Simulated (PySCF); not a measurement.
Work out the structure from these simulated measurements.

Elements present: C and H. Monoisotopic mass: 154.0783 u.

| Property | Result |
| --- | --- |
| Triplet | lowest triplet excitation (Tamm–Dancoff): 2.88 eV [TDA CAM-B3LYP/def2-SVPD] |
| 1H NMR | chemical shifts (computed TMS as zero) by class: 7.70 (1 H), 7.52 (1 H), 7.50 (1 H), 7.49 (1 H), 7.28 (1 H), 7.27 (1 H), 7.18 (1 H), 6.50 (1 H), 5.98 (1 H), 5.32 (1 H) ppm [GIAO KT3/pcSseg-1] |
| Dipole | 0.23 D [CAM-B3LYP/def2-SVPD] |
| Polarisability | 151.8 au [CAM-B3LYP/def2-SVPD] |
| UV, strongest line | among the 10 lowest singlet transitions: S3 at 5.26 eV (236 nm, f = 0.900) [TDDFT CAM-B3LYP/def2-SVPD] |
| 13C NMR | chemical shifts (computed TMS as zero) by class: 133.0 (1 C), 127.0 (1 C), 125.2 (1 C), 125.0 (1 C), 122.8 (1 C), 122.1 (1 C), 121.7 (1 C), 121.4 (1 C), 119.9 (1 C), 119.8 (1 C), 114.0 (1 C), 107.5 (1 C) ppm [GIAO KT3/pcSseg-1] |
| Rotational structure | rotational constants A, B, C: 2.794, 0.584, 0.483 GHz [PBE0-D3(BJ)/def2-SVP] |

The electronic properties come from PySCF, for the isolated species, density fitting. Levels stand in brackets. Geometry: PBE0-D3(BJ)/def2-SVP, one conformer, isolated molecule. NMR values are class means; diastereotopic atoms form classes of their own.

Question: Which formula fits the mass and the elements?

Answer: C12H10 (calculated 154.0783). No other formula that holds each of these elements comes within 0.0003 u with a fitting electron parity and a possible valence count.

Question: Give a SMILES that accounts for the data.

Answer: Numbering: `[CH2:1]=[CH:2][c:3]1[cH:4][cH:5][c:6]2[cH:7][cH:8][cH:9][cH:10][c:11]2[cH:12]1`. Its formula, C12H10, gives 8 degrees of unsaturation: 2 rings and 6 π bonds in the structure found (Kekulé form). 12 carbons fall into 12 classes; from least to most shielded: alkene CH carbon [C2] (133.0 ppm), substituted aromatic carbon [C3] (127.0 ppm), ring-fusion aromatic carbon [C11] (125.2 ppm), ring-fusion aromatic carbon [C6] (125.0 ppm), aromatic CH carbon [C12] (122.8 ppm), aromatic CH carbon [C10] (122.1 ppm), aromatic CH carbon [C5] (121.7 ppm), aromatic CH carbon [C7] (121.4 ppm), aromatic CH carbon [C9] (119.9 ppm), aromatic CH carbon [C8] (119.8 ppm), aromatic CH carbon [C4] (114.0 ppm), terminal =CH2 carbon [C1] (107.5 ppm). Hydrogen classes from least to most shielded: 1 H on an aromatic CH carbon, C4 (7.70 ppm), 1 H on an aromatic CH carbon, C10 (7.52 ppm), 1 H on an aromatic CH carbon, C7 (7.50 ppm), 1 H on an aromatic CH carbon, C5 (7.49 ppm), 1 H on an aromatic CH carbon, C9 (7.28 ppm), 1 H on an aromatic CH carbon, C8 (7.27 ppm), 1 H on an aromatic CH carbon, C12 (7.18 ppm), 1 H on an alkene CH carbon, C2 (6.50 ppm), 1 H on a terminal =CH2 carbon, C1 (5.98 ppm), 1 H on a terminal =CH2 carbon, C1 (5.32 ppm). By its constants the optimised geometry is an asymmetric top. Structure: 2-vinylnaphthalene, `c1cccc2ccc(cc12)C=C`. Computed isomers that give other values at the same levels: `c1cc2c3c(cccc3c1)CC2` (rotational constant A: 1.414 GHz; this holds for the one conformer computed); `C=Cc1cccc2ccccc12` (static isotropic polarisability: 145.2 au). The assignments are read from this structure; whether some other isomer fits the data as well wasn't checked.

The values belong to the conformer `[CH2:1]=[CH:2][c:3]1[cH:4][cH:5][c:6]2[cH:7][cH:8][cH:9][cH:10][c:11]2[cH:12]1`: C1–C2–C3–C4 5°.
